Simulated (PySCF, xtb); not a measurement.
OZr, SMILES [O]=[Zr], multiplicity 1.

Harmonic wavenumbers (cm⁻¹) from GFN2-xTB in xtb at its own minimum, in rising order: 832.

Problem. What does B3LYP-D3(BJ)/def2-TZVPD (PySCF 2.14.0) give at its own minimum? (An estimate is asked for; the answer gives what the named calculation found.)

Solution. 1007. Paired by order, the mean absolute difference is 175 cm⁻¹ and the zero-point energies are 1.2 and 1.4 kcal/mol.
